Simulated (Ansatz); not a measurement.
This geometry of CH$_{3}$NOSe (7 atoms, charge 0, multiplicity 1) is a first-order saddle point.

These are results of Ansatz 0.2.0, RKS PBE0-D4/def2-SVP, not measurements.

```xyz
7
Properties=species:S:1:pos:R:3
N -0.773 -1.067 0.201
C -0.005 -0.088 0.357
O 0.759 0.052 1.466
Se 0.265 1.460 -0.778
H -1.327 -1.002 -0.652
H 1.635 -0.318 1.300
H -0.556 0.963 -1.893
```

Q: Which two structures does it join? (They come from a converged band through this point; their orientation in space is the band's.)

A: No bond is made or broken. The dihedral N1–C2–O3–H6 goes from 0 to 162°.

Image 0:

```xyz
7
Properties=species:S:1:pos:R:3
N -0.210 -1.167 -0.080
C 0.182 -0.009 0.222
O 1.037 0.205 1.226
Se -0.241 1.706 -0.547
H -0.859 -1.196 -0.862
H 1.234 -0.670 1.596
H -1.143 1.132 -1.555
```

Image 6:

```xyz
7
Properties=species:S:1:pos:R:3
N -0.625 -1.295 0.102
C 0.081 -0.282 0.314
O 1.133 -0.340 1.139
Se -0.186 1.537 -0.383
H -1.450 -1.092 -0.458
H 1.718 0.408 0.972
H -0.671 1.064 -1.686
```

Q: How far does it lie above each of them?

A: 39.5 kJ/mol above the first and 14.2 kJ/mol above the second. This is the barrier of this one path; another mechanism may lie lower.

The run took 4.1 min on 1 CPU thread of a shared host.
